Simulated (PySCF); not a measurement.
All values below come from PySCF 2.14.0 with PBE-D3(BJ)/def2-TZVP. Isolated molecules, 0 K electronic values unless said otherwise. One relaxed conformer stands for a flexible species; it need not be the lowest. Excitations are Tamm–Dancoff values on a coarser integration grid. The basis has no diffuse functions, so Rydberg states are missing or too high.

Reference species (SMILES): `C1(OB1)=C` (neutral, multiplicity 1).

```
Property                Value
-------------------  --------
LUMO                 -2.34 eV
T1 excitation (TDA)   3.41 eV
```

Changed species: `B=CC=O`.

**Question.** What does the change do to the LUMO and T1 excitation (TDA)?

**Answer.** the LUMO falls by 1.08 eV, to -3.42 eV; the T1 excitation (TDA) drops by 1.19 eV, to 2.22 eV.
